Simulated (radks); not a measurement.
Effect of the nuclear size on the iridium ion Ir2+, [Xe] 4f14 5d7. Method: Dirac Kohn-Sham, LDA (Slater exchange, Perdew-Wang correlation), spin-unpolarised, spherical densities, finite nucleus; open shells fill j = l - 1/2 first; Fermi nuclear charge, rms radius 5.4032 fm; computed with a radial shooting solver on a logarithmic mesh with Libxc functionals. The rms radius is varied about that value; shifts are against it.

| rms radius (fm) | total energy shift (eV) | density at nucleus (e/bohr^3) | 1s1/2 shift (meV) | 2s1/2 shift (meV) | 5s1/2 shift (meV) | 5p1/2 shift (meV) | 5d5/2 shift (meV) | 6s1/2 (empty) shift (meV) | 6p1/2 (empty) shift (meV) |
|---|---|---|---|---|---|---|---|---|---|
| 4.4684 | -25.3 | 1.948e+06 | -10200 | -1480 | -16.0 | -0.231 | 0.149 | -2.16 | -0.099 |
| 5.0952 | -8.68 | 1.854e+06 | -3500 | -507 | -5.49 | -0.080 | 0.051 | -0.740 | -0.034 |
| 5.4032 | 0 | 1.813e+06 | 0.000 | 0.000 | 0.000 | 0.000 | 0.000 | 0.000 | 0.000 |
| 5.5653 | 4.69 | 1.793e+06 | 1890 | 274 | 2.97 | 0.043 | -0.028 | 0.400 | 0.018 |
| 5.9921 | 17.5 | 1.743e+06 | 7040 | 1020 | 11.0 | 0.161 | -0.103 | 1.49 | 0.069 |

Slopes of the eigenvalues against <r^2> in GHz/fm^2, as finite differences over the two radii next to the reference (eigenvalue slopes, not the field-shift constants of lines): 1s1/2 260000, 2s1/2 37700, 5s1/2 408, 5p1/2 5.92, 5d5/2 -3.79, 6s1/2 (empty) 55.0, 6p1/2 (empty) 2.54.
